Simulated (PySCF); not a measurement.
Highest orbital energy against ionisation energy along the 5p block

Calculated with PySCF 2.14, no spin-orbit coupling. Each cell gives −ε(HOMO) / ΔSCF in eV; NIST values include spin-orbit coupling, (s) semi-empirical, (t) theoretical.

```tsv
species	UHF	LDA	PBE	PBE0	r2SCAN	NIST (lowest levels)
In²⁺ (def2-QZVPPD with the def2 core potential (28 electrons), ECP)	26.767 / 26.622	24.640 / 29.095	24.232 / 28.671	25.042 / 28.286	24.494 / 28.380	28.044
Sn²⁺ (def2-QZVPPD with the def2 core potential (28 electrons), ECP)	28.789 / 28.535	26.617 / 31.279	26.167 / 30.791	27.058 / 30.420	26.378 / 30.459	30.506
Sb²⁺ (def2-QZVPPD with the def2 core potential (28 electrons), ECP)	24.448 / 24.150	20.586 / 24.927	20.499 / 24.706	21.660 / 24.742	20.892 / 24.884	25.323
Te²⁺ (def2-QZVPPD with the def2 core potential (28 electrons), ECP)	27.355 / 26.969	23.064 / 27.708	22.982 / 27.489	24.268 / 27.559	23.431 / 27.702	27.84 ± 0.04
I²⁺ (def2-QZVPPD with the def2 core potential (28 electrons), ECP)	30.346 / 29.882	25.564 / 30.505	25.498 / 30.306	26.922 / 30.423	26.031 / 30.600	29.57 ± 0.025
Xe²⁺ (def2-QZVPPD with the def2 core potential (28 electrons), ECP)	30.065 / 29.377	25.904 / 30.826	25.729 / 30.484	27.085 / 30.507	26.084 / 30.530	31.05 ± 0.04 (s)
```

Q: How far is −ε(HOMO) from ΔSCF on average for each method, and why?

A: UHF 0.37 eV; LDA -4.66 eV; PBE -4.56 eV; PBE0 -3.32 eV; r2SCAN -4.21 eV. Hartree-Fock orbital energies lack relaxation and so exceed the ΔSCF value; semilocal functionals have convex E(N) from self-interaction, so their HOMO lies far too high; exact exchange moves hybrids part of the way back.
